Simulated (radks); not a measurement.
Problem. Species: Cs II. Configuration: [Kr] 4d9 5s2 5p6 6p1 (not the ground configuration). Method: Dirac Kohn-Sham, exchange-only LDA, spin-unpolarised, spherical densities, finite nucleus; open shells are shared between the two j in proportion to 2j + 1; Fermi nuclear charge, rms radius 4.8041 fm; computed with a radial shooting solver on a logarithmic mesh with Libxc functionals. Some entries of the table are withheld. Estimate them.

orbital      occ.  eigenvalue (hartree)  r(max) (bohr)
1s1/2           2             -1313.768            (1)
2s1/2           2                   (2)        0.09512
2p1/2           2             -194.5964        0.07271
2p3/2           4             -181.6697        0.07769
3s1/2           2             -43.53832         0.2730
3p1/2           2             -38.47515         0.2594
3p3/2           4             -35.99775         0.2704
3d3/2           4                   (3)         0.2183
3d5/2           6                   (4)         0.2215
4s1/2           2              -8.73746         0.6415
4p1/2           2              -6.91138         0.6545
4p3/2           4              -6.39365         0.6786
4d3/2         3.6              -3.40883         0.7111
4d5/2         5.4              -3.32140         0.7192
5s1/2           2              -1.40624          1.500
5p1/2           2              -0.92587          1.655
5p3/2           4              -0.85268          1.723
6p1/2    0.333333              -0.18631          4.783
6p3/2    0.666667              -0.17836          4.972

Solution. 
(1) 1s1/2 r(max) (bohr): 0.01680
(2) 2s1/2 eigenvalue (hartree): -206.6935
(3) 3d3/2 eigenvalue (hartree): -27.06737
(4) 3d5/2 eigenvalue (hartree): -26.54059
